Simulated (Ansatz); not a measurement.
The first iterations of a band of ClGaH5N2 (9 atoms, charge 0, multiplicity 2).

Level of theory: UKS PBE/def2-SVP (Ansatz).

```
movable images  : 9
climbing image  : yes
spring          : 5.0 eV/Å²
optimiser       : quadratic models (default)
start path      : through a guess of the saddle point
force threshold : 0.03 eV/Å
iteration limit : 60
end points      : relaxed
```

First end point:

```xyz
9
Properties=species:S:1:pos:R:3
Ga 0.009 0.261 0.829
H -0.070 1.637 1.570
N 1.302 0.124 -0.635
H 1.476 -0.803 -1.047
H 1.354 0.835 -1.378
N -1.333 -0.063 -0.562
H -1.526 0.635 -1.293
H -1.392 -1.004 -0.975
Cl 0.179 -1.621 1.950
```

Last end point:

```xyz
9
Properties=species:S:1:pos:R:3
Ga 0.015 0.090 -0.099
H 0.050 0.106 2.125
N 1.519 0.314 -1.190
H 1.703 -0.470 -1.832
H 2.399 0.547 -0.715
N -1.552 -0.336 -1.026
H -2.401 -0.473 -0.465
H -1.780 0.297 -1.805
Cl 0.047 -0.076 3.466
```

| iteration | highest image above the first end (eV) | largest band force component (eV/Å) |
| --- | --- | --- |
| 1 | 47.038 | 177.830 |
| 2 | 15.619 | 44.149 |
| 3 | 10.456 | 26.397 |
| 4 | 5.653 | 12.262 |
| 5 | 3.355 | 6.134 |
| 6 | 1.713 | 2.971 |
| 7 | 1.645 | 3.699 |
| 8 | 1.573 | 2.108 |

Q: Does the band converge within its limit, and where does its top end?

A: The run converged. It ended after 26 iterations with the highest image 1.047 eV above the first end. The profile has 3 maxima (images 3, 6, 9) with wells between them (images 4, 8): this band takes more than one step, which may be the mechanism or a detour left from its start path. A vibrational analysis at the climbing image gives one clearly imaginary mode, 365i cm⁻¹: a first-order saddle point.

Time of the run: 8.1 min on 4 threads of Arm Neoverse V1, with other jobs on the host, peak memory 0.28 GiB.
